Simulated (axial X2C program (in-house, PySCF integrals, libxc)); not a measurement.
# Photoelectron levels of AsC⁻ by EOM-IP-CCSD

Computed with an axial X2C code built on PySCF integrals: two-component X2C with atomic mean-field Coulomb and Gaunt terms, Gaussian nuclei, basis As dyall-acv3z, C dyall-av3z with contracted cores.

R = 1.637 Å (0.960 times 1.705 Å, the PBE0 minimum at charge -1 for the lowest determinant).

Vertical detachment energies of AsC⁻ to the states of AsC:

```
Ω of AsC  vertical detachment energy (eV)  above lowest (cm⁻¹)                  ionised spinor  one-hole weight
     1/2                            2.778                    0   54% C pσ, 16% As pσ, 15% C sσ             0.90
     3/2                            3.715                 7563             48% As pπ, 42% C pπ             0.95
     1/2                            3.809                 8316    50% As pπ, 40% C pπ, 6% C dπ             0.95
     1/2                            7.554                38526  38% As pσ, 26% As sσ, 18% C sσ             0.81
```

Question: What is the splitting of the first π pair in the table, and is it regular or inverted?

Answer: E(3/2) − E(1/2) = 7563 − 8316 = -753 cm⁻¹ at EOM-IP-CCSD: inverted, Ω = 3/2 lower. Splittings at this level can be off by ten to twenty per cent.

This point took 6.9 s on 1 thread of Intel(R) Xeon(R) Processor @ 2.30GHz (shared host).

Reference electrons by ω block (each with its −ω partner): 1/2: 14, 3/2: 5, 5/2: 1. 10 electrons of AsC⁻ correlated (inner shells frozen), 94 natural virtual spinors (a truncated set); levels can be off by some tenths of an eV. Roots sought by Ω: (1/2: 4, 3/2: 3, 5/2: 1); the list ends where they run out and leaves out roots under 60 % one-particle weight. The solver can skip a root, and states that need a further excitation, which the method places far too high, are missing though they may lie low or lowest. T1 of the reference 0.026 (Lee–Taylor). Number of frozen shells: As 3 s, 2 p, 1 d; C 1 s. Large amplitudes in the reference (orbital relaxation or multireference character) lower the reliability.
